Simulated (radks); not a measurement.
Species: Ni VII. Configuration: [Ar] 3d4. Method: Dirac Kohn-Sham, PBEsol, spin-unpolarised, spherical densities, finite nucleus; open shells are shared between the two j in proportion to 2j + 1; Fermi nuclear charge, rms radius 3.7757 fm; computed with a radial shooting solver on a logarithmic mesh with Libxc functionals. Some entries of the table are withheld. Estimate them.

orbital,occ.,eigenvalue (eV),<r> (bohr)
1s1/2,2,-8323.124,0.05413
2s1/2,2,-1104.028,0.2448
2p1/2,2,-978.8914,0.2132
2p3/2,4,-961.4480,0.2164
3s1/2,2,-223.9940,0.7110
3p1/2,2,(1),0.7248
3p3/2,4,(2),0.7326
3d3/2,1.6,(3),0.7548
3d5/2,2.4,(4),0.7572

Answer. 
(1) 3p1/2 eigenvalue (eV): -185.0727
(2) 3p3/2 eigenvalue (eV): -182.5694
(3) 3d3/2 eigenvalue (eV): -118.3066
(4) 3d5/2 eigenvalue (eV): -117.9488
